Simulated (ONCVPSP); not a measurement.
**F (Z = 9): one change to an ONCV potential, before and after**

ONCVPSP 4.0.1 input, shortened (lines: element, Z, core and valence counts, functional; n l f; lmax; l rc ep ncon nbas qcut; lloc lpopt rc5 dvloc0; l nproj debl; icmod fcfact rcfact), PBE, scalar-relativistic:

```
  F 9.00    1    2        4      upf
    1    0    2.00
    2    0    2.00
    2    1    5.00
    2
    0    0.85    0.00    4    8    9.30
    1    0.90    0.00    4    8    9.40
    2    0.75    0.05    3    7   14.60
    4    5    0.45    1.00
    0    3    3.80
    1    2    2.10
    2    3    1.70
    0    0.00    0.00
```

Change: p: nproj 1.

Cutoffs: the cutoffs (Ha) at which the residual kinetic energy of the hardest occupied pseudo-wave falls to 1 and 0.1 mHa per electron; they do not see the model core or the augmentation charge, which bear on the density cutoff. Errors are all-electron minus pseudo energies relative to the spin-unpolarised reference configuration.

Q: What does the change do?

A: The potential gets neither clearly harder nor softer (137 Ha and 249 Ha → 137 Ha and 249 Ha); of the 4 tests that both files solve, the error grows in 1 and shrinks in 2 by more than 15 % and 0.3 meV (median size 33.1 → 25.1 meV); neither file shows a bound ghost.

| quantity | base | changed |
| --- | --- | --- |
| cutoff, loose | 137 Ha | 137 Ha |
| cutoff, tight | 249 Ha | 249 Ha |
| bound ghosts | none | none |
| GHOST(+) flags under 300 eV | none | none |
| error for 2s2 2p4, meV [ΔE 19.39 eV] | +5.7 | +2.3 |
| error for 2s2 2p3, meV [ΔE 57.77 eV] | +60 | +44 |
| error for 2s2 2p2, meV [ΔE 118.41 eV] | +267 | +231 |
| error for 2s1 2p5, meV [ΔE 38.49 eV] | -2.4 | -6.4 |
| s: phases at 0.86 bohr within 0.05 rad from the reference energy up to (Ha; the scan ends near 5) | to the end of the scan | to the end of the scan |
| p: phases at 0.91 bohr within 0.05 rad from the reference energy up to (Ha; the scan ends near 5) | to the end of the scan | to the end of the scan |
| d: phases at 0.76 bohr within 0.05 rad from the reference energy up to (Ha; the scan ends near 5) | to the end of the scan | to the end of the scan |
